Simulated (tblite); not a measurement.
Record of a relaxation.

Compound: C4H15NOSi3.
Atom-mapped SMILES: `[CH3:1][NH:2][Si@@H:3]1[CH2:4][SiH2:5][CH2:6][Si@H:7]([OH:8])[CH2:9]1` (hydrogens: H10, H11, H12 on C1; H13 on N2; H14 on Si3; H15, H16 on C4; H17, H18 on Si5; H19, H20 on C6; H21 on Si7; H22 on O8; H23, H24 on C9)

Computed with GFN2-xTB (tblite), gas phase: L-BFGS steps from a force-field or distance-geometry start until the largest atomic force falls under 0.01 eV/Å. 4 of its 97 geometries are shown.

Step 0: E = -773.3075 eV, largest atomic force 1.831 eV/Å
```
atom  x, y, z in Å  |  force x, y, z in eV/Å
C1      3.426   -0.917   -0.159   -0.580   0.075   0.245
N2      2.505    0.106    0.350    1.641  -0.221   0.357
Si3     0.906    0.321   -0.173    0.391   0.058  -0.966
C4      0.137    1.694    0.820    0.538   0.035   1.219
Si5    -1.596    1.896    0.211   -0.754   1.622  -0.391
C6     -2.615    0.355    0.360   -0.303  -0.313   0.642
Si7    -1.754   -0.951   -0.651   -0.717  -1.148  -0.704
O8     -2.639   -2.359   -0.630    0.183   0.119   0.482
C9     -0.020   -1.280   -0.036   -0.075  -0.616   0.433
H10     3.623   -0.761   -1.217    0.048  -0.104  -0.177
H11     4.365   -0.867    0.382    0.108   0.051   0.117
H12     3.011   -1.926   -0.016   -0.054   0.499  -0.056
H13     2.983    1.001    0.332    0.107  -0.238   0.262
H14     1.042    0.740   -1.590   -0.393   0.018  -0.137
H15     0.700    2.626    0.720   -0.141  -0.226   0.067
H16     0.130    1.430    1.905    0.075   0.253  -0.752
H17    -1.589    2.391   -1.194    0.015  -0.176   0.281
H18    -2.248    2.956    1.006   -0.028   0.049   0.022
H19    -3.627    0.525   -0.003    0.065  -0.035   0.095
H20    -2.683    0.046    1.415   -0.100   0.134  -0.343
H21    -1.706   -0.518   -2.059   -0.138  -0.277   0.152
H22    -2.766   -2.803    0.223    0.064   0.293  -0.685
H23    -0.039   -1.623    1.011    0.098   0.009  -0.399
H24     0.442   -2.063   -0.644   -0.049   0.139   0.236
```

Step 32: E = -773.6927 eV, largest atomic force 0.077 eV/Å
```
atom  x, y, z in Å  |  force x, y, z in eV/Å
C1      3.438   -0.906   -0.136   -0.019   0.016  -0.014
N2      2.562    0.129    0.366   -0.012   0.015  -0.007
Si3     0.970    0.357   -0.269    0.004   0.033  -0.025
C4      0.160    1.714    0.775    0.023  -0.016   0.011
Si5    -1.629    2.010    0.239    0.036   0.031  -0.008
C6     -2.568    0.369    0.344   -0.024  -0.005   0.023
Si7    -1.797   -1.034   -0.675   -0.006  -0.041  -0.016
O8     -2.661   -2.423   -0.615   -0.033  -0.021  -0.034
C9     -0.012   -1.250   -0.076    0.020   0.003   0.011
H10     3.723   -0.746   -1.181    0.060   0.017  -0.004
H11     4.343   -0.956    0.470   -0.026  -0.045  -0.006
H12     2.918   -1.860   -0.078    0.006   0.006   0.024
H13     3.078    0.975    0.557    0.009  -0.001   0.016
H14     0.952    0.761   -1.696    0.007  -0.029   0.031
H15     0.727    2.640    0.704   -0.021  -0.012  -0.016
H16     0.179    1.425    1.824    0.020   0.014   0.002
H17    -1.651    2.515   -1.140   -0.028   0.020  -0.004
H18    -2.261    3.012    1.120   -0.006  -0.011  -0.017
H19    -3.597    0.521    0.024   -0.037   0.011  -0.019
H20    -2.623    0.074    1.391   -0.012  -0.030   0.043
H21    -1.881   -0.793   -2.112   -0.005   0.010  -0.012
H22    -2.847   -2.908    0.184    0.042   0.057   0.030
H23     0.001   -1.549    0.972    0.006  -0.021   0.014
H24     0.465   -2.056   -0.629   -0.006  -0.001  -0.023
```

Step 64: E = -773.7133 eV, largest atomic force 0.019 eV/Å
```
atom  x, y, z in Å  |  force x, y, z in eV/Å
C1      3.448   -0.917   -0.095    0.004  -0.005   0.002
N2      2.546    0.110    0.368    0.009   0.008  -0.015
Si3     0.981    0.363   -0.321    0.005   0.010  -0.004
C4      0.175    1.744    0.697    0.003  -0.004   0.004
Si5    -1.648    2.006    0.263    0.008   0.001   0.000
C6     -2.583    0.360    0.354    0.005  -0.004   0.001
Si7    -1.817   -1.042   -0.674   -0.006  -0.007   0.004
O8     -2.658   -2.440   -0.528   -0.008   0.001   0.000
C9     -0.005   -1.245   -0.151    0.001   0.002  -0.003
H10     3.987   -0.630   -1.005   -0.011   0.007  -0.002
H11     4.182   -1.150    0.678   -0.005  -0.004   0.013
H12     2.873   -1.813   -0.311    0.000  -0.003  -0.004
H13     3.054    0.934    0.654   -0.011   0.008   0.010
H14     1.000    0.758   -1.748    0.003  -0.005  -0.001
H15     0.713    2.677    0.543   -0.003  -0.007   0.001
H16     0.266    1.513    1.757    0.000  -0.002  -0.001
H17    -1.769    2.571   -1.088    0.006  -0.004  -0.007
H18    -2.249    2.959    1.217   -0.007   0.013  -0.004
H19    -3.609    0.520    0.024    0.002  -0.002   0.007
H20    -2.652    0.054    1.399    0.013  -0.011  -0.002
H21    -1.968   -0.830   -2.112    0.004   0.005   0.014
H22    -2.786   -2.864    0.316    0.004  -0.001  -0.003
H23     0.055   -1.592    0.881   -0.013   0.002   0.003
H24     0.451   -2.026   -0.757   -0.003   0.001  -0.012
```

Step 96: E = -773.7162 eV, largest atomic force 0.010 eV/Å
```
atom  x, y, z in Å  |  force x, y, z in eV/Å
C1      3.449   -0.910   -0.076   -0.001   0.000  -0.001
N2      2.532    0.111    0.371   -0.001  -0.001  -0.001
Si3     0.976    0.363   -0.335    0.000  -0.008  -0.004
C4      0.174    1.743    0.686    0.003  -0.003  -0.004
Si5    -1.645    2.006    0.241   -0.007  -0.005   0.001
C6     -2.566    0.357    0.396   -0.003  -0.002   0.000
Si7    -1.834   -1.034   -0.671    0.005   0.003   0.005
O8     -2.676   -2.433   -0.530   -0.002   0.004  -0.001
C9     -0.013   -1.247   -0.184   -0.001   0.002  -0.001
H10     4.047   -0.593   -0.938   -0.001   0.002   0.001
H11     4.128   -1.188    0.733    0.002   0.001  -0.003
H12     2.877   -1.787   -0.367   -0.002  -0.003   0.003
H13     3.027    0.930    0.692    0.000  -0.006   0.002
H14     1.006    0.760   -1.761    0.006   0.002  -0.002
H15     0.719    2.673    0.538   -0.002   0.006   0.000
H16     0.259    1.506    1.745    0.000   0.003   0.005
H17    -1.761    2.516   -1.133    0.000   0.000   0.000
H18    -2.247    2.999    1.152   -0.003   0.004   0.000
H19    -3.610    0.504    0.125   -0.002   0.000  -0.001
H20    -2.569    0.054    1.444    0.004   0.001   0.000
H21    -2.016   -0.794   -2.100    0.001  -0.004   0.006
H22    -2.760   -2.886    0.305    0.000   0.001  -0.002
H23     0.059   -1.613    0.841    0.003  -0.002  -0.009
H24     0.432   -2.016   -0.812    0.001   0.005   0.005
```

**Question.** Summarise the path.

**Answer.** The energy falls by 0.4087 eV from step 0 to step 96; nine tenths of that is first reached at step 16. It falls at every step. The largest force goes from 1.831 to 0.010 eV/Å. Among the bonds C4–Si5 changes most, from 1.848 to 1.892 Å; the atoms move by 0.248 Å rms after alignment.

**Question.** Follow the three bonds and two angles with the largest change from start to end.

**Answer.** 
```json
{"step": "0", "E above end (eV)": "0.4087", "largest force (eV/Å)": "1.831", "C4–Si5 (Å)": "1.848", "Si5–C6 (Å)": "1.853", "Si3–C9 (Å)": "1.855", "N2–Si3–H14 (°)": "104.1", "Si3–N2–H13 (°)": "109.1"}
{"step": "4", "E above end (eV)": "0.1472", "largest force (eV/Å)": "0.472", "C4–Si5 (Å)": "1.899", "Si5–C6 (Å)": "1.901", "Si3–C9 (Å)": "1.893", "N2–Si3–H14 (°)": "109.9", "Si3–N2–H13 (°)": "108.2"}
{"step": "8", "E above end (eV)": "0.0790", "largest force (eV/Å)": "0.311", "C4–Si5 (Å)": "1.889", "Si5–C6 (Å)": "1.891", "Si3–C9 (Å)": "1.891", "N2–Si3–H14 (°)": "111.5", "Si3–N2–H13 (°)": "113.4"}
{"step": "13", "E above end (eV)": "0.0468", "largest force (eV/Å)": "0.168", "C4–Si5 (Å)": "1.896", "Si5–C6 (Å)": "1.896", "Si3–C9 (Å)": "1.897", "N2–Si3–H14 (°)": "112.5", "Si3–N2–H13 (°)": "116.0"}
{"step": "17", "E above end (eV)": "0.0386", "largest force (eV/Å)": "0.116", "C4–Si5 (Å)": "1.891", "Si5–C6 (Å)": "1.893", "Si3–C9 (Å)": "1.893", "N2–Si3–H14 (°)": "112.9", "Si3–N2–H13 (°)": "115.8"}
{"step": "21", "E above end (eV)": "0.0329", "largest force (eV/Å)": "0.081", "C4–Si5 (Å)": "1.894", "Si5–C6 (Å)": "1.896", "Si3–C9 (Å)": "1.895", "N2–Si3–H14 (°)": "112.8", "Si3–N2–H13 (°)": "115.9"}
{"step": "25", "E above end (eV)": "0.0292", "largest force (eV/Å)": "0.074", "C4–Si5 (Å)": "1.893", "Si5–C6 (Å)": "1.897", "Si3–C9 (Å)": "1.896", "N2–Si3–H14 (°)": "112.8", "Si3–N2–H13 (°)": "115.7"}
{"step": "29", "E above end (eV)": "0.0261", "largest force (eV/Å)": "0.063", "C4–Si5 (Å)": "1.891", "Si5–C6 (Å)": "1.897", "Si3–C9 (Å)": "1.894", "N2–Si3–H14 (°)": "113.4", "Si3–N2–H13 (°)": "115.6"}
{"step": "33", "E above end (eV)": "0.0225", "largest force (eV/Å)": "0.077", "C4–Si5 (Å)": "1.891", "Si5–C6 (Å)": "1.894", "Si3–C9 (Å)": "1.894", "N2–Si3–H14 (°)": "113.6", "Si3–N2–H13 (°)": "115.4"}
{"step": "38", "E above end (eV)": "0.0158", "largest force (eV/Å)": "0.076", "C4–Si5 (Å)": "1.892", "Si5–C6 (Å)": "1.898", "Si3–C9 (Å)": "1.894", "N2–Si3–H14 (°)": "114.0", "Si3–N2–H13 (°)": "115.9"}
{"step": "42", "E above end (eV)": "0.0124", "largest force (eV/Å)": "0.061", "C4–Si5 (Å)": "1.890", "Si5–C6 (Å)": "1.894", "Si3–C9 (Å)": "1.895", "N2–Si3–H14 (°)": "113.8", "Si3–N2–H13 (°)": "116.4"}
{"step": "46", "E above end (eV)": "0.0093", "largest force (eV/Å)": "0.047", "C4–Si5 (Å)": "1.893", "Si5–C6 (Å)": "1.896", "Si3–C9 (Å)": "1.895", "N2–Si3–H14 (°)": "113.9", "Si3–N2–H13 (°)": "116.5"}
{"step": "50", "E above end (eV)": "0.0069", "largest force (eV/Å)": "0.031", "C4–Si5 (Å)": "1.894", "Si5–C6 (Å)": "1.896", "Si3–C9 (Å)": "1.894", "N2–Si3–H14 (°)": "113.9", "Si3–N2–H13 (°)": "116.8"}
{"step": "54", "E above end (eV)": "0.0056", "largest force (eV/Å)": "0.038", "C4–Si5 (Å)": "1.892", "Si5–C6 (Å)": "1.895", "Si3–C9 (Å)": "1.894", "N2–Si3–H14 (°)": "114.1", "Si3–N2–H13 (°)": "116.8"}
{"step": "58", "E above end (eV)": "0.0040", "largest force (eV/Å)": "0.032", "C4–Si5 (Å)": "1.892", "Si5–C6 (Å)": "1.894", "Si3–C9 (Å)": "1.893", "N2–Si3–H14 (°)": "114.3", "Si3–N2–H13 (°)": "116.5"}
{"step": "63", "E above end (eV)": "0.0029", "largest force (eV/Å)": "0.023", "C4–Si5 (Å)": "1.893", "Si5–C6 (Å)": "1.895", "Si3–C9 (Å)": "1.894", "N2–Si3–H14 (°)": "114.3", "Si3–N2–H13 (°)": "116.7"}
{"step": "67", "E above end (eV)": "0.0026", "largest force (eV/Å)": "0.018", "C4–Si5 (Å)": "1.893", "Si5–C6 (Å)": "1.896", "Si3–C9 (Å)": "1.895", "N2–Si3–H14 (°)": "114.2", "Si3–N2–H13 (°)": "116.8"}
{"step": "71", "E above end (eV)": "0.0023", "largest force (eV/Å)": "0.020", "C4–Si5 (Å)": "1.893", "Si5–C6 (Å)": "1.896", "Si3–C9 (Å)": "1.895", "N2–Si3–H14 (°)": "114.1", "Si3–N2–H13 (°)": "116.9"}
{"step": "75", "E above end (eV)": "0.0018", "largest force (eV/Å)": "0.027", "C4–Si5 (Å)": "1.892", "Si5–C6 (Å)": "1.895", "Si3–C9 (Å)": "1.895", "N2–Si3–H14 (°)": "114.2", "Si3–N2–H13 (°)": "117.0"}
{"step": "79", "E above end (eV)": "0.0012", "largest force (eV/Å)": "0.028", "C4–Si5 (Å)": "1.891", "Si5–C6 (Å)": "1.895", "Si3–C9 (Å)": "1.895", "N2–Si3–H14 (°)": "114.2", "Si3–N2–H13 (°)": "117.0"}
{"step": "83", "E above end (eV)": "0.0007", "largest force (eV/Å)": "0.015", "C4–Si5 (Å)": "1.892", "Si5–C6 (Å)": "1.895", "Si3–C9 (Å)": "1.895", "N2–Si3–H14 (°)": "114.5", "Si3–N2–H13 (°)": "116.9"}
{"step": "88", "E above end (eV)": "0.0003", "largest force (eV/Å)": "0.026", "C4–Si5 (Å)": "1.891", "Si5–C6 (Å)": "1.895", "Si3–C9 (Å)": "1.896", "N2–Si3–H14 (°)": "114.7", "Si3–N2–H13 (°)": "116.9"}
{"step": "92", "E above end (eV)": "0.0001", "largest force (eV/Å)": "0.016", "C4–Si5 (Å)": "1.892", "Si5–C6 (Å)": "1.895", "Si3–C9 (Å)": "1.895", "N2–Si3–H14 (°)": "114.6", "Si3–N2–H13 (°)": "117.0"}
{"step": "96", "E above end (eV)": "0.0000", "largest force (eV/Å)": "0.010", "C4–Si5 (Å)": "1.892", "Si5–C6 (Å)": "1.895", "Si3–C9 (Å)": "1.896", "N2–Si3–H14 (°)": "114.5", "Si3–N2–H13 (°)": "116.9"}
```

The cost below is that of the whole relaxation. Time: 3.2 s. Hardware: an Intel Xeon at 2.50 GHz with one thread (shared host).
